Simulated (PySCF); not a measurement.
Ir(acac)(CO)2 (C7H7IrO4), SMILES [O+]#[C-]->[Ir]1(<-[O]=C(C=C(C)[O]1)C)<-[C-]#[O+], multiplicity 1. Geometry optimised at B3LYP-D3(BJ)/def2-SVP. The multiplicity is an assumed one; no other spin state was optimised. The isomer is the one that the SMILES or the coordinates give; other isomers of the formula were not compared. The def2 effective core potentials stand for the cores of Ir; spin–orbit coupling is left out. The values are those of a single conformer.

Computed equilibrium geometry at B3LYP-D3(BJ)/def2-SVP (PySCF confirms it by a frequency run) as a Z-matrix, and its point group (one conformer of several):
point group C2v.
```
C
H 1 1.0891
C 1 1.4045 2 117.55
O 3 1.2774 1 125.46 2 180.00
C 1 1.4045 2 117.55 3 180.00
O 5 1.2774 1 125.46 2 180.00
C 5 1.5063 6 114.51 1 180.00
H 7 1.0974 5 112.69 6 180.00
H 7 1.1016 8 109.47 5 -121.61
H 7 1.1016 8 109.47 9 -116.79
C 3 1.5063 4 114.51 1 180.00
H 11 1.0974 3 112.69 4 180.00
H 11 1.1016 12 109.47 3 121.61
H 11 1.1016 12 109.47 13 116.79
Ir 6 2.0608 5 128.50 1 0.00
C 15 1.8575 4 91.07 3 180.00
O 16 1.1486 4 131.10 3 180.00
C 15 1.8575 16 90.66 4 180.00
O 18 1.1486 16 136.85 17 0.00
```
Charge 0, spin multiplicity 1.
